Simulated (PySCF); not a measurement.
**Electron correlation in Ag (silver, neutral)**

[Kr] 4d10 5s1, 2S determinant. All numbers are calculated (PySCF 2.14, scalar relativity through the core potential, in cc-pVDZ-PP with ECP28MDF). Frozen: 4s2 4p6; 11 electrons correlated.

MP2 pair energies summed by pair of shells (mhartree):

```csv
pair,energy,share (%)
4d-4d,-264.60,91.2
4d-5s,-25.38,8.8
```

Total MP2 correlation energy: -289.98 mhartree.

Same-spin part -107.95 and opposite-spin part -182.03 mhartree; SCS-MP2 scales them by 1/3 and 6/5 to -254.42 mhartree.

```json
{"level": "CCSD", "correlation energy (mhartree)": "-276.69"}
{"level": "(T)", "correlation energy (mhartree)": "-5.01"}
{"level": "CCSD(T)", "correlation energy (mhartree)": "-281.70"}
```

Diagnostics: T1 = 0.0093, D1 = 0.0393, largest double amplitude 0.022.

Task: Is a single reference adequate?

Result: Yes, within this model without spin-orbit coupling: T1 lies below 0.03 and no double amplitude reaches 0.07.
